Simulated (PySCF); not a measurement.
Ge(Br)(Vi)3, C₆H₉BrGe, SMILES [CH]([Ge]([Br])([CH]=C)[CH]=C)=C (GFN2-xTB optimised geometry):

```
17

C     -1.595    -2.340     2.548
C     -2.311    -1.653     1.675
Ge    -1.569    -0.912     0.000
Br    -2.215     1.314     0.000
C      0.406    -0.912     0.000
C      1.135    -1.314    -1.026
C     -2.350    -1.705    -1.633
C     -3.017    -1.036    -2.557
H     -2.020    -2.735     3.459
H     -0.547    -2.542     2.388
H     -3.361    -1.465     1.865
H      0.890    -0.533     0.892
H      0.680    -1.687    -1.931
H      2.215    -1.290    -1.013
H     -2.201    -2.772    -1.737
H     -3.426    -1.517    -3.434
H     -3.186     0.028    -2.479
```

Level of theory: PBE0/def2-SVP (PySCF).

### Question
What are the frontier orbital energies and the dipole moment?

### Answer
HOMO-2 -8.00 eV, HOMO-1 -7.77 eV, HOMO -7.65 eV, LUMO -0.73 eV, LUMO+1 -0.38 eV; dipole moment 2.56 D.

On the same geometry PBE/def2-SVP (PySCF 2.14.0) gives HOMO-2 -6.81 eV, HOMO-1 -6.48 eV, HOMO -6.37 eV, LUMO -1.66 eV, LUMO+1 -1.37 eV; dipole moment 2.39 D.

Meta-Löwdin charges at PBE0/def2-SVP: C1 -0.20, C2 -0.28, Ge3 0.74, Br4 -0.30, C5 -0.29, C6 -0.19, C7 -0.30, C8 -0.18, H9 0.11, H10 0.10, H11 0.12, H12 0.12, H13 0.11, H14 0.11, H15 0.11, H16 0.11, H17 0.11.
